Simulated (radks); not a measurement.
The numbers below are computed, except where a source is named.
Valence configurations of Ru (all share [Kr]). Level of theory: Dirac Kohn-Sham, PBE, spin-unpolarised, spherical densities, point nucleus; open shells fill j = l - 1/2 first (a radial shooting solver on a logarithmic mesh with Libxc functionals). Order these by energy: 4d6 5s2; 4d6.5 5s1.5; 4d8; 4d6 5s1.5 5p0.5; 4d7.5 5s0.5; 4d7 5p1; 4d7 5s1; 4d5 5s1.5 5p1.5; 4d6.5 5s1 5p0.5; 4d6.5 5s0.5 5p1.

Answer. From the lowest, in eV above it: 4d7.5 5s0.5 0.000; 4d8 0.056; 4d7 5s1 0.239; 4d6.5 5s1.5 0.815; 4d6 5s2 1.764; 4d6.5 5s1 5p0.5 2.584; 4d7 5p1 3.609; 4d6 5s1.5 5p0.5 3.651; 4d6.5 5s0.5 5p1 4.413; 4d5 5s1.5 5p1.5 11.430. NIST lists [Kr] 4d7 5s1 as the ground configuration; this level of theory puts 4d7.5 5s0.5 lower, by 0.239 eV. The energies are those of spherical spin-averaged densities, not of single terms.
